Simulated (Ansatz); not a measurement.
## Molecular dynamics of Cl2GaH3N

Input:

```yaml
crystal:
  periodic: [false, false, false]
  atoms:
    - { symbol: Ga, position_ang: [0.026935, -0.259792, 0.028476] }
    - { symbol: Cl, position_ang: [-0.009357, -0.107223, 2.352641] }
    - { symbol: "N", position_ang: [1.569604, 0.161579, -0.834015] }
    - { symbol: H, position_ang: [1.654116, 0.041915, -1.839739] }
    - { symbol: H, position_ang: [2.469479, 0.107699, -0.366887] }
    - { symbol: Cl, position_ang: [-1.814888, -0.385505, -1.112199] }
    - { symbol: H, position_ang: [0.09641, 0.441327, 3.876724] }
magnetization:
  spin_polarized: true
  initial_magnetization: 1
basis:
  gaussian: { orbitals: def2-SVP }
hamiltonian:
  xc: b3lyp
  dispersion: d4
md:
  timestep: 0.5
  n_steps: 200
  ensemble: nve
  temperature: 300.0
  initial_velocities: maxwell_boltzmann
  seed: 3519
```

Command:

```bash
$ ansatz run input.yaml --threads 4 --pin off --max-ram 5120MiB --backend cpu --events-out ev --progress --plain --runs-dir out
```

It starts at the highest image of a converged band, a first-order saddle point between two minima.

Output, in part (step lines, the closing report, with atoms numbered from 0):

```
md step     0: t =     0.00 fs  T =   300.0 K  F+E_penalty+E_count = -78949.42113633 eV  E_kin = 0.193890 eV  conserved = -78949.22724633 eV  (34 SCF iters)
md step     1: t =     0.50 fs  T =   292.4 K  F+E_penalty+E_count = -78949.41606905 eV  E_kin = 0.188952 eV  conserved = -78949.22711725 eV  (31 SCF iters)
md step     2: t =     1.00 fs  T =   272.5 K  F+E_penalty+E_count = -78949.40292504 eV  E_kin = 0.176141 eV  conserved = -78949.22678379 eV  (31 SCF iters)
md step     3: t =     1.50 fs  T =   248.4 K  F+E_penalty+E_count = -78949.38691481 eV  E_kin = 0.160513 eV  conserved = -78949.22640132 eV  (30 SCF iters)
md step     4: t =     2.00 fs  T =   228.8 K  F+E_penalty+E_count = -78949.37403538 eV  E_kin = 0.147904 eV  conserved = -78949.22613148 eV  (30 SCF iters)
md step     5: t =     2.50 fs  T =   220.4 K  F+E_penalty+E_count = -78949.36854204 eV  E_kin = 0.142466 eV  conserved = -78949.22607649 eV  (30 SCF iters)
md step     6: t =     3.00 fs  T =   224.5 K  F+E_penalty+E_count = -78949.37133036 eV  E_kin = 0.145087 eV  conserved = -78949.22624288 eV  (29 SCF iters)
md step     7: t =     3.50 fs  T =   237.1 K  F+E_penalty+E_count = -78949.37980733 eV  E_kin = 0.153257 eV  conserved = -78949.22655068 eV  (29 SCF iters)
[... lines left out ...]
Total energy: -78949.76137730 eV, -2901.3502165454 hartree
Atom 0 at     0.071964    -0.451800    -0.145646 Å, force    -0.860323     0.103832    -0.617357 eV/Å
Atom 1 at     0.029909     0.032430     2.860674 Å, force    -0.061554     0.819474     1.715523 eV/Å
Atom 2 at     1.545468     0.469072    -0.885367 Å, force     0.581841    -0.821784     0.868825 eV/Å
Atom 3 at     1.592631     0.412877    -1.895456 Å, force    -0.177504     0.062942    -0.582464 eV/Å
Atom 4 at     2.360707    -0.087911    -0.552745 Å, force    -0.276300     0.658883    -0.174187 eV/Å
Atom 5 at    -1.925276    -0.281247    -1.256066 Å, force     0.740539    -0.006563     0.425538 eV/Å
Atom 6 at    -0.011280     0.696225     4.068575 Å, force     0.053301    -0.816784    -1.635879 eV/Å
Dipole moment:     0.580550    -0.058599     0.466758 e Å
```

The steps, from the saved trajectory:

| time (fs) | T (K) | potential energy less start (eV) | conserved less start (meV/atom) |
| --- | --- | --- | --- |
| 0 | 300 | 0.000 | 0.00 |
| 3 | 224 | 0.050 | 0.14 |
| 6 | 213 | 0.057 | 0.10 |
| 9 | 215 | 0.055 | 0.01 |
| 12 | 137 | 0.106 | 0.15 |
| 15 | 147 | 0.099 | 0.09 |
| 18 | 170 | 0.084 | 0.01 |
| 21 | 124 | 0.115 | 0.15 |
| 24 | 141 | 0.103 | 0.09 |
| 27 | 148 | 0.099 | 0.02 |
| 30 | 85 | 0.140 | 0.16 |
| 33 | 118 | 0.118 | 0.07 |
| 36 | 139 | 0.105 | 0.04 |
| 39 | 113 | 0.122 | 0.16 |
| 42 | 185 | 0.075 | 0.07 |
| 45 | 254 | 0.030 | 0.04 |
| 48 | 245 | 0.036 | 0.13 |
| 51 | 223 | 0.050 | 0.08 |
| 54 | 304 | -0.003 | 0.05 |
| 57 | 334 | -0.021 | 0.14 |
| 60 | 359 | -0.038 | 0.06 |
| 63 | 435 | -0.087 | 0.09 |
| 66 | 546 | -0.158 | 0.08 |
| 69 | 531 | -0.148 | 0.12 |
| 72 | 688 | -0.251 | -0.01 |
| 75 | 616 | -0.203 | 0.19 |
| 78 | 766 | -0.301 | 0.04 |
| 81 | 816 | -0.334 | 0.03 |
| 84 | 844 | -0.351 | 0.11 |
| 87 | 913 | -0.396 | 0.02 |
| 90 | 867 | -0.366 | 0.13 |
| 93 | 927 | -0.405 | 0.01 |
| 96 | 873 | -0.370 | 0.03 |
| 99 | 854 | -0.357 | 0.10 |

All steps were run. The conserved energy stayed within 0.21 meV per atom of its start (net change 0.093 meV per atom), so the integration is sound. The kinetic energy rose, since the run started high on the potential surface and went downhill. It ends in pieces (ClGaH2N + ClH), so much of that is their flight and rotation, not heat. A run of 0.1 ps of so small a system gives no equilibrium averages.

Between its relaxed ends the band would form Cl2–H7 and break Ga1–Cl2. These pairs go: Cl2–H7 1.62 → 1.38 Å, Ga1–Cl2 2.33 → 3.05 Å. In the last frame they stand as after the step (other bonds may differ from the relaxed reactants and products). It ends as ClGaH2N + ClH. Pairs count as bonded within 1.25 times the sum of covalent radii (0.12 Å more for H–H).

Last frame:

```xyz
7
Properties=species:S:1:pos:R:3
Ga 0.072 -0.452 -0.146
Cl 0.030 0.032 2.861
N 1.546 0.469 -0.885
H 1.593 0.413 -1.895
H 2.361 -0.088 -0.553
Cl -1.925 -0.281 -1.256
H -0.011 0.696 4.069
```

Run time: 7.9 min on 4 threads of Intel(R) Xeon(R) Platinum 8259CL CPU @ 2.50GHz (Skylake/Cascade Lake), on a shared host, peak memory 0.35 GiB.
